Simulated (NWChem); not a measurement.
Species: H3BO2; SMILES OBO

```xyz
6

B     -0.4687    -0.0204     0.0000
H     -1.6792    -0.0123     0.0000
O      0.1556    -1.2191     0.0000
H      1.1155    -1.1202     0.0000
O      0.2730     1.1205     0.0000
H     -0.2651     1.9165     0.0000
```
Atoms are numbered in this order, from 1.

Computed with NWChem. Pople sets run with spherical d functions. Geometry: optimised at PBE0/def2-SVP. B3LYP is NWChem's, with the RPA form of VWN correlation. Atomic charges in e: unrestrained fits to the electrostatic potential beside Mulliken populations; buried atoms are poorly determined by the fit.

For level B3LYP/def2-SVP:

```yaml
ESP B1: 0.60
Mulliken B1: 0.00
ESP O3: -0.63
Mulliken O3: -0.13
ESP O5: -0.62
Mulliken O5: -0.15
```

Problem. What are these values for level Hartree-Fock/6-31G*?

Solution. The ESP B1 comes out as 0.80, the Mulliken B1 is 0.61 and the ESP O3 is -0.75. The Mulliken O3 comes out as -0.72. The ESP O5 is -0.74. The Mulliken O5 comes out as -0.74.
